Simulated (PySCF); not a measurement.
**Radial density of Tl (thallium, neutral)**

B97-3, [Xe] 4f14 5d10 6s2 6d1, 2D determinant (an excited configuration). Computed with PySCF 2.14 in aug-cc-pwCVTZ-DK3 with one added diffuse shell each of s, d, f type (12s10p9d6f1g, 138 functions), with scalar relativity by spin-free X2C-1e.

| r (bohr) | 4πr²ρ (e/bohr) | 4πr²(ρα − ρβ) |
| --- | --- | --- |
| 0.0161 | 103.9 | 0.0000 |
| 0.0271 | 107.7 | 0.0000 |
| 0.0456 | 151.4 | 0.0002 |
| 0.0766 | 124.3 | 0.0005 |
| 0.129 | 140.7 | 0.0005 |
| 0.217 | 89.53 | 0.0001 |
| 0.365 | 95.04 | 0.0012 |
| 0.614 | 38.06 | 0.0007 |
| 1.03 | 20.51 | 0.0047 |
| 1.74 | 6.243 | 0.0014 |
| 2.92 | 1.033 | 0.0087 |
| 4.91 | 0.09872 | 0.0582 |
| 8.26 | 0.1202 | 0.1202 |
| 13.9 | 0.04357 | 0.0436 |
| 23.4 | 0.0007130 | 0.0007 |

Densities and radii are taken from the X2C orbitals without a picture-change correction, which distorts them close to the nucleus.

Spin-orbit coupling, absent here, splits the open shell strongly. The outer electron is Rydberg-like, and this basis confines it to a smaller radius and binds it less than a complete one would.
